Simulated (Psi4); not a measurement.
CH3AlF2, charge +1, doublet, geometry from GFN2-xTB (such geometries of metal compounds can be far from the true shape) (a state made from the parent by changing its charge; the spin is typed, not shown lowest). Base run: PBE/STO-3G (Psi4 1.11).

Geometry (Å):
```xyz
7

Al     0.1658     0.1333     0.0053
C     -1.4942    -1.1594    -0.0606
H     -1.1541    -1.9839    -0.7004
H     -2.2828    -0.5247    -0.4852
H     -1.6336    -1.4525     0.9881
F     -0.1555     1.6136    -0.5783
F      1.4755    -0.5931     0.6330
```
Charge +1, spin multiplicity 2.
Orbitals are unrestricted.
All else is at Psi4's defaults (density fitting).

Each row names what was changed in the base input (with any setting that the change needs).

| change | basis functions | E (Eh) |
|---|---|---|
| base | 27 | -475.16452 |
| basis = cc-pVTZ-DK; relativity = none (with scf_type pk) | 166 | -481.41049 |
| basis = cc-pVTZ-DK; relativity = spin-free X2C (with scf_type pk) | 166 | -482.14136 |
| basis = cc-pVDZ-DK; relativity = spin-free X2C (with scf_type pk) | 75 | -482.02425 |
| basis = cc-pVDZ-DK; relativity = none (with scf_type pk) | 75 | -481.30424 |

Total energies compare only within one method and basis.

Open shells are given as the SCF converged; they aren't shown to be the lowest states, and a large step between rows can be another state.

Basis sets contracted for a relativistic Hamiltonian are a mismatch without it, so the rows without relativity aren't non-relativistic limits. No row has spin-orbit coupling; sets with core potentials leave out the core electrons.
